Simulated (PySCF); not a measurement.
C4H4BF, SMILES FB1C=CC=C1. Atoms are numbered in the order given.

```xyz
10

F      0.0000     0.0000     2.1191
B      0.0000     0.0000     0.7964
C      0.0000     1.2696    -0.1498
C      0.0000     0.7573    -1.3956
C      0.0000    -0.7573    -1.3956
C      0.0000    -1.2696    -0.1498
H      0.0000     2.3367     0.0764
H      0.0000     1.3267    -2.3304
H      0.0000    -1.3267    -2.3304
H      0.0000    -2.3367     0.0764
```
Charge 0, spin multiplicity 1.

Geometry optimised at B3LYP-D3(BJ)/def2-SVP. This is a generated structure with no PubChem entry under its InChIKey; it may be hypothetical.

Two levels are set side by side: PBE/pcSseg-1 (PySCF) and KT2/pcSseg-1 (PySCF). GIAO shifts against BF3 (¹¹B), CFCl3 (¹⁹F), TMS (¹H), TMS (¹³C) at the same level; non-relativistic, no solvent, atoms listed together averaged. Differences are taken from unrounded values.

| quantity | KT2 |
|---|---|
| δ(¹⁹F) of F1 (ppm) | -62.5 |
| δ(¹¹B) of B2 (ppm) | 38.2 |
| δ(¹³C) of C3, C6 (ppm) | 118.7 |
| δ(¹³C) of C4, C5 (ppm) | 158.9 |
| δ(¹H) of H7, H10 (ppm) | 5.31 |
| δ(¹H) of H8, H9 (ppm) | 6.88 |

**Question.** What does PBE give, and how far is it from KT2? (Estimate from the structure and the level; the computed values follow.)

**Answer.** 
```
quantity                  PBE  PBE minus KT2
----------------------  -----  -------------
δ(¹⁹F) of F1 (ppm)      -42.4           20.1
δ(¹¹B) of B2 (ppm)       40.8            2.6
δ(¹³C) of C3, C6 (ppm)  128.5            9.9
δ(¹³C) of C4, C5 (ppm)  169.2           10.3
δ(¹H) of H7, H10 (ppm)   5.54           0.23
δ(¹H) of H8, H9 (ppm)    7.08           0.19
```

Rough cost on one machine, each run with all the roots and properties that it gave: KT2 against PBE within a factor of 2.
